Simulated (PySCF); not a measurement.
CH3FO2Si2, SMILES O=C1O[Si@H](F)[SiH2]1.

Geometry optimised at PBE0-D3(BJ)/def2-SVP. The structure was generated by enumeration; whether it is a known compound was not checked.

These are TDA-PBE/def2-SVPD in PySCF 2.14.0 values and carry that method's errors.

Vertical excitations. Isolated molecule, no solvent.

Task: List the lowest excited states. (The exact figures need the calculation; the answer reports its results.)

Result: 
| state | energy (eV) | λ (nm) | f | main pairs |
|---|---|---|---|---|
| S1 | 4.26 | 291 | 0.001 | HOMO→LUMO 98 % |
| S2 | 5.16 | 240 | 0.027 | HOMO→LUMO+1 78 % |
| S3 | 5.24 | 237 | 0.009 | HOMO→LUMO+2 76 % |
| S4 | 5.47 | 227 | 0.019 | HOMO−1→LUMO 76 %, HOMO→LUMO+2 14 % |
| S5 | 5.82 | 213 | 0.076 | HOMO→LUMO+3 81 % |
| S6 | 6.07 | 204 | 0.043 | HOMO→LUMO+4 93 % |
| S7 | 6.31 | 196 | 0.039 | HOMO−1→LUMO+1 71 %, HOMO−1→LUMO+2 15 % |
| S8 | 6.55 | 189 | 0.040 | HOMO−1→LUMO+2 54 %, HOMO−3→LUMO 15 %, HOMO−1→LUMO+1 10 % |
| S9 | 6.61 | 188 | 0.010 | HOMO−3→LUMO 60 %, HOMO−1→LUMO+2 18 %, HOMO−2→LUMO 13 % |
| S10 | 6.75 | 184 | 0.016 | HOMO→LUMO+5 78 % |
| T1 | 3.74 | 332 | 0 | HOMO→LUMO 99 % |
| T2 | 4.63 | 268 | 0 | HOMO→LUMO+1 96 % |
| T3 | 4.86 | 255 | 0 | HOMO−1→LUMO 73 %, HOMO→LUMO+2 21 % |
| T4 | 4.98 | 249 | 0 | HOMO→LUMO+2 76 %, HOMO−1→LUMO 20 % |
Triplets are in the Tamm–Dancoff approximation.
